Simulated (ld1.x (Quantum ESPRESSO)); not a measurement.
# Ni, RRKJ: configuration errors across variants

| Item | Value |
| --- | --- |
| Element | Ni (Z = 28) |
| Generator | ld1.x (Quantum ESPRESSO) 7.5 |
| Type | norm-conserving RRKJ (Kleinman–Bylander form) |
| Functional | PBEsol |
| Relativity | scalar-relativistic |
| Frozen core | [Ne] |
| Valence charge | 18 |
| Reference configuration | 3s2 3p6 3d7 4s0 4p0 (charge +3) |
| Partial waves | 3s (bound): rc 1.20 bohr; 3p (bound): rc 0.75 bohr; 3d (bound): rc 0.85 bohr |
| Local potential | all-electron potential smoothed inside 0.95 bohr (lloc = -1) |
| Core correction | Bessel-smoothed model core inside 0.40 bohr |
| rho0 | 0.001 |

All-electron excitation energies from the reference (eV): (1) 3s2 3p6 3d8 4s2 4p0 -64.034; (2) 3s2 3p6 3d8 4s1 4p0 -54.697; (3) 3s2 3p6 3d8 4s0 4p0 -37.437; (4) 3s2 3p6 3d8 4s0 4p1 -48.985; (5) 3s2 3p6 3d6 4s0 4p0 57.520; (6) 3s2 3p6 3d8.5 4s1.5 4p0 -65.222; (7) 3s2 3p6 3d8 4s0 4p2 -54.491.

Tests that are not counted but printed errors over 1 eV. “all radii but the core radius scaled by about 1.05 (s 1.26, p 0.78, d 0.90 bohr); local potential all-electron potential smoothed inside 1.00 bohr (lloc = -1)”: 3s2 3p6 3d8 4s2 4p0 (solver errors, printed error -4164 eV); 3s2 3p6 3d8.5 4s1.5 4p0 (solver errors, printed error -8.1 eV); 1 more. “all radii but the core radius scaled by about 1.10 (s 1.32, p 0.82, d 0.94 bohr); local potential all-electron potential smoothed inside 1.04 bohr (lloc = -1)”: 3s2 3p6 3d8 4s2 4p0 (solver errors, printed error -3495 eV); 3s2 3p6 3d8.5 4s1.5 4p0 (solver errors, printed error -8.1 eV); 1 more. “all radii but the core radius scaled by about 1.22 (s 1.46, p 0.92, d 1.04 bohr); local potential all-electron potential smoothed inside 1.16 bohr (lloc = -1)”: 3s2 3p6 3d8 4s2 4p0 (solver errors, printed error -15.3 eV); 3s2 3p6 3d8.5 4s1.5 4p0 (solver errors, printed error -8.1 eV); 1 more. “all radii but the core radius scaled by about 1.27 (s 1.52, p 0.96, d 1.08 bohr); local potential all-electron potential smoothed inside 1.20 bohr (lloc = -1)”: 3s2 3p6 3d8 4s2 4p0 (solver errors, printed error -15.3 eV); 3s2 3p6 3d8.5 4s1.5 4p0 (solver errors, printed error -8.2 eV); 1 more.

A true bound ghost makes a file unfit for plane-wave use even where its test errors are small: the radial tests pick states by their node count and pass the ghost by. Where a test does run into it, the solver fails or the error is huge.

Errors AE − PS in meV (a dash: test not solved or not reliable):

| change | (1) | (2) | (3) | (4) | (5) | (6) | (7) | bound ghosts |
| --- | --- | --- | --- | --- | --- | --- | --- | --- |
| base | -269 | -176 | -3.1 | -17 | -8.6 | -180 | -21 | none |
| all radii but the core radius scaled by about 0.74 (s 0.88, p 0.56, d 0.62 bohr); local potential all-electron potential smoothed inside 0.70 bohr (lloc = -1) | +166 | +109 | +1.9 | +23 | +1.9 | +108 | +30 | none |
| all radii but the core radius scaled by about 0.83 (s 1.00, p 0.62, d 0.70 bohr); local potential all-electron potential smoothed inside 0.80 bohr (lloc = -1) | +90 | +59 | +1.4 | +15 | -1.6 | +58 | +19 | none |
| all radii but the core radius scaled by about 0.96 (s 1.16, p 0.72, d 0.82 bohr); local potential all-electron potential smoothed inside 0.92 bohr (lloc = -1) | -143 | -94 | -1.9 | -5.9 | -7.0 | -96 | -7.0 | none |
| all radii but the core radius scaled by about 1.05 (s 1.26, p 0.78, d 0.90 bohr); local potential all-electron potential smoothed inside 1.00 bohr (lloc = -1) | – | – | +0.4 | +118 | +2.6 | – | +155 | none |
| all radii but the core radius scaled by about 1.10 (s 1.32, p 0.82, d 0.94 bohr); local potential all-electron potential smoothed inside 1.04 bohr (lloc = -1) | – | – | -4.9 | +5.0 | -6.7 | – | +8.5 | none |
| all radii but the core radius scaled by about 1.22 (s 1.46, p 0.92, d 1.04 bohr); local potential all-electron potential smoothed inside 1.16 bohr (lloc = -1) | – | – | -11 | -28 | -11 | – | -33 | s |
| all radii but the core radius scaled by about 1.27 (s 1.52, p 0.96, d 1.08 bohr); local potential all-electron potential smoothed inside 1.20 bohr (lloc = -1) | – | – | -18 | -48 | -22 | – | -58 | s |

Task: Give the same row for: all radii but the core radius scaled by about 1.36 (s 1.62, p 1.02, d 1.16 bohr); local potential all-electron potential smoothed inside 1.28 bohr (lloc = -1).

Result: –, –, –, –, –, –, –; bound ghosts: s. Not counted: all (the test run did not reproduce the reference configuration, from which every error is measured).
